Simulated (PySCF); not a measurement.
Bonds (- single, = double, # triple, : aromatic): O1-C2 1.408 Å, C2-C3 1.495 Å, C3:C4 1.414 Å, C4:C5 1.360 Å, C5:O6 1.359 Å, O6:C7 1.365 Å, C7-S8 1.695 Å, C7:C3 1.386 Å. O1 carries H9; C2 carries H10, H11; C4 carries H12; C5 carries H13. Formal charges: S8 -1.

Total charge -1.

Geometry: GFN2-xTB; GIAO shifts from PySCF 2.14, gas phase, non-relativistic, averaged over equivalent atoms.

At PBE0/ANO-RCC-VDZP (141 basis functions, of the order of 90 core-seconds):
```csv
atoms,δ (ppm)
O6,303.4
O1,28.0
C7,174.3
C5,125.0
C3,113.1
C4,109.2
C2,63.5
H9,8.67
H13,6.94
H12,5.92
H10/H11,4.64
```

δ = σ(ref) − σ, references computed at the same level: H2O for 17O (σ = 334.43 ppm); 13C (σ = 190.39 ppm), 1H (σ = 31.76 ppm) against TMS.

Question: What do these become at OLYP/cc-pVDZ?

Answer: 
```tsv
atoms	δ at OLYP/cc-pVDZ	change
O6	299.8	-3.6
O1	26.8	-1.2
C7	161.2	-13.1
C5	116.9	-8.1
C3	107.8	-5.3
C4	103.9	-5.3
C2	65.2	+1.7
H9	6.81	-1.86
H13	6.38	-0.56
H12	5.30	-0.62
H10/H11	4.93	+0.29
```

Referencing at the same level of theory: 17O (σref 342.83) against H2O; 13C (σref 195.07) and 1H (σref 31.76) vs TMS.

The largest change is at C7 (aromatic carbon bearing sulfur). Cost: 141 basis functions, roughly 70 core-seconds. The order of the carbon signals is the same at both levels.

Unscaled 17O shifts of doubly bonded oxygen tend to come out too high, by tens of ppm or more. Experimental scales use liquid or dissolved standards, which lie at an offset from isolated H2O (liquid H2O: subtract about 36 ppm).
